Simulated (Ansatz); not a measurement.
Si(OAc)2Me2 (C₆H₁₂O₄Si). Total charge 0; singlet. Geometry r2SCAN-D4/def2-SVP, basis def2-TZVP, Ansatz.

```tsv
run	HOMO (eV)	LUMO (eV)
A	-7.16	-0.38
B	-6.09	-0.95
C	-6.18	-1.06
D	-6.52	-0.79
E	-7.85	0.07
```

**Question.** The runs used PBE, PBE0, r2SCAN, r2SCANh, revPBE. Estimate which is which.

**Answer.** A r2SCANh (10 % exact exchange); B revPBE (0 % exact exchange); C PBE (0 % exact exchange); D r2SCAN (0 % exact exchange); E PBE0 (25 % exact exchange). Exact exchange lowers occupied and raises empty levels; among semilocal functionals meta-GGAs tend to open the gap a little, and such runs are hard to tell apart. The gap grows from 5.12 eV (PBE) to 7.92 eV (PBE0).
